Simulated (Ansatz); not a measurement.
**Worked example: C3H9BO2 + Si2H6O4 → C2H7BO3 + CH8O3Si2**

Species: C3H9BO2 (boronic acid, methyl-, dimethyl ester) `COB(C)OC`, singlet; Si2H6O4 `O[SiH2]O[SiH](O)O`, singlet; C2H7BO3 `COB(O)OC`, singlet; CH8O3Si2 `C[SiH](O)O[SiH2]O`, singlet. The partners trade CH3 for OH: B–CH3 and Si–OH bonds give way to B–OH and Si–CH3.

Shapes, held fixed at every level: PBE0-D4/def2-TZVP. Flexible molecules stand in one conformer, not always the lowest. Programs: Ansatz 0.2.0. Electronic energies: no zero-point or thermal term.

At CCSD(T)/CBS estimate; 1 Eh = 2625.50 kJ/mol:

| species | energy (Eh) |
| --- | --- |
| C3H9BO2 | -294.810810 |
| Si2H6O4 | -882.730725 |
| C2H7BO3 | -330.773655 |
| CH8O3Si2 | -846.768968 |

Question: Work out ΔE of the reaction at this level.

Answer: 
1. Products less reactants: (-330.773655) + (-846.768968) − [(-294.810810) + (-882.730725)] = -0.001088 Eh = -2.9 kJ/mol.

Other levels give -9.8 (HF/def2-TZVPP) to -5.8 kJ/mol (CCSD/def2-TZVPP). No measured value is set beside it here. The CBS estimate extrapolates MP2 from def2-TZVPP and def2-QZVPP and adds CCSD(T) − MP2 in the triple-zeta set, cores frozen. CCSD(T)/CBS estimate lies outside the range of all other levels here, so it shouldn't be taken on trust. That is about zero within the method's error.
